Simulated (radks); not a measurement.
Spherical quantum dot in the effective-mass picture: electrons in a parabolic well V = omega^2 r^2 / 2 with omega = 1.83, all in effective atomic units (hartree* = m*/eps^2 hartree, bohr* = eps/m* bohr), one dielectric constant everywhere. Calculated with a radial shooting solver with Libxc functionals: non-relativistic Kohn-Sham, r2SCAN, spin-polarised, spherical densities, generalised Kohn-Sham scheme. Levels are named by radial order and angular momentum (1s, 1p, 1d, 2s, ...), and open shells are averaged over m.

N = 16, configuration 1s2 1p6 1d(up 5, down 3). This is the lowest configuration that the search found. Occupied and some empty levels:

level,occupation,eigenvalue (hartree*),<r> (bohr*)
1s up,1,13.088,1.104
1s down,1,13.117,1.092
1p up,3,14.178,1.397
1p down,3,14.235,1.392
1d up,5,15.391,1.609
1d down,3,15.462,1.609
2s up,0,15.595,1.420
2s down,0,15.639,1.427
1f up,0,16.710,1.781
1f down,0,16.785,1.784
2p up,0,17.012,1.610
2p down,0,17.060,1.614

Energy (hartree*): total 159.919, kinetic 28.401, external 62.939, Hartree 78.496, exchange-correlation -9.9174.

Electron density:

r (bohr*),n(r) (e/bohr*^3)
0.138,0.3699
0.292,0.4049
0.447,0.4622
0.601,0.5334
0.755,0.6046
0.909,0.6582
1.06,0.6772
1.22,0.6509
1.37,0.5789
1.52,0.4725
1.68,0.3517
1.83,0.2380
1.99,0.1458
2.14,0.08059
2.29,0.04015
2.45,0.01802
2.60,0.007289
2.76,0.002661
2.91,0.0008770
3.06,0.0002607
